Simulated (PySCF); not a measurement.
J couplings in GeH2Me(pyrrolidide)

Geometry:
```
atom   x (Å)   y (Å)   z (Å)
 Ge1   1.185   1.339   0.848
  H2   1.210   1.231   2.387
  H3   2.615   1.310   0.269
  C4   0.283   2.990   0.308
  H5  -0.740   3.022   0.711
  H6   0.228   3.056  -0.788
  H7   0.832   3.867   0.683
  N8   0.358  -0.182   0.241
  C9   0.402  -0.601  -1.140
 C10  -0.149  -2.032  -1.090
 C11  -1.090  -2.036   0.132
 C12  -0.901  -0.650   0.778
 H13   1.428  -0.550  -1.540
 H14  -0.238   0.025  -1.803
 H15   0.677  -2.743  -0.941
 H16  -0.659  -2.311  -2.024
 H17  -2.141  -2.202  -0.149
 H18  -0.813  -2.835   0.835
 H19  -1.756   0.007   0.503
 H20  -0.869  -0.691   1.880
```

Indirect spin–spin couplings were computed at PBE/pcJ-1 (pcSseg-1 on Ge) (spin–dipole term only in couplings to heteroatoms) (PySCF 2.14) on a PBE0-D3(BJ)/def2-SVP structure, for the isolated molecule, without vibrational or relativistic corrections. Couplings are averaged over pairs made equivalent by symmetry, fast rotation or ring inversion, so a value needn't be that of the named pair in this geometry, while other rotamers aren't included; one pair stands for each set, and the list holds those of at least 0.8 Hz over up to four bonds.

Isotopes: $^{13}$C, $^{1}$H, $^{15}$N.

| pair | bonds | J (Hz) |
| --- | --- | --- |
| C4, H5 | 1 | ? |
| N8, C9 | 1 | -3.8 |
| C9, C10 | 1 | 29.7 |
| C9, H13 | 1 | 128.5 |
| C10, C11 | 1 | ? |
| C10, H15 | 1 | ? |
| H2, H3 | 2 | 9.6 |
| H2, C4 | 2 | 11.6 |
| H2, N8 | 2 | -6.9 |
| H5, H6 | 2 | -11.8 |
| N8, C10 | 2 | -4.0 |
| N8, H13 | 2 | -1.8 |
| C9, C12 | 2 | ? |
| C9, H15 | 2 | -1.7 |
| C10, H17 | 2 | -2.1 |
| H13, H14 | 2 | ? |
| H15, H16 | 2 | -11.7 |
| H2, H5 | 3 | 2.4 |
| H2, C9 | 3 | ? |
| N8, H15 | 3 | -2.1 |
| C9, H17 | 3 | 1.9 |
| C9, H19 | 3 | ? |
| C10, H19 | 3 | 4.7 |
| H13, H15 | 3 | ? |
| H15, H17 | 3 | 8.6 |

Question: Estimate the withheld couplings, with signs.

Answer: 
- $^{1}J$(C4,H5) = 123.9 Hz (bond length 1.100 Å)
- $^{1}J$(C10,C11) = 31.4 Hz (bond length 1.543 Å)
- $^{1}J$(C10,H15) = 125.3 Hz (bond length 1.100 Å)
- $^{2}J$(C9,C12) = 4.8 Hz (angle at N8 107°)
- $^{2}J$(H13,H14) = -8.5 Hz
- $^{3}J$(H2,C9) = 2.7 Hz (mean over equivalent pairs that range from 0.2 to 5.2 Hz in this conformer)
- $^{3}J$(C9,H19) = 5.3 Hz (mean over equivalent pairs that range from 0.0 to 10.7 Hz in this conformer)
- $^{3}J$(H13,H15) = 7.1 Hz (mean over equivalent pairs that range from 0.6 to 10.7 Hz in this conformer)

Relativistic effects of the heavier atoms present are left out.
